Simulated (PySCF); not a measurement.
BH7P2Si.
SMILES: `BP[SiH2]P`

Torsions of this conformer, `[BH2:1][PH:2][SiH2:3][PH2:4]`: B1–P2–Si3–P4 50°, H–P4–Si3–P2 63°, H–P4–Si3–P2 157°.

The closed-shell ground state was solved at several levels (PySCF, density fitting, gas phase, non-relativistic). Geometry: PBE0-D3(BJ)/def2-SVP, one conformer, isolated molecule.

```
          level  basis functions  total energy (Eh)  HOMO (eV)  LUMO (eV)  gap (eV)  dipole (D)
  PBE0/pcSseg-1              124         -1000.7759      -7.43      -1.78      5.65        1.53
B3LYP/def2-SVPD              148         -1000.9914      -7.16      -1.96      5.20        1.25
```

Estimate the row for B3LYP/pcSseg-2, a basis of 263 functions; the other rows only guide the guess.

Total energy -1001.3765 Eh, HOMO -7.18 eV, LUMO -2.00 eV, gap 5.18 eV, dipole 1.32 D.

Over all these levels, which gives the widest orbital gap and which the narrowest?

PBE0/pcSseg-1 (global hybrid, 25 % exact exchange) has the widest, 5.65 eV, and B3LYP/pcSseg-2 (global hybrid, 20 % exact exchange) the narrowest, 5.18 eV. Functional and basis both differ between the two, so the spread mixes both effects.

How far do the dipole and the HOMO energy spread over the levels?

The dipole runs from 1.25 to 1.53 D (mean 1.37 D) and the HOMO from -7.43 to -7.16 eV.
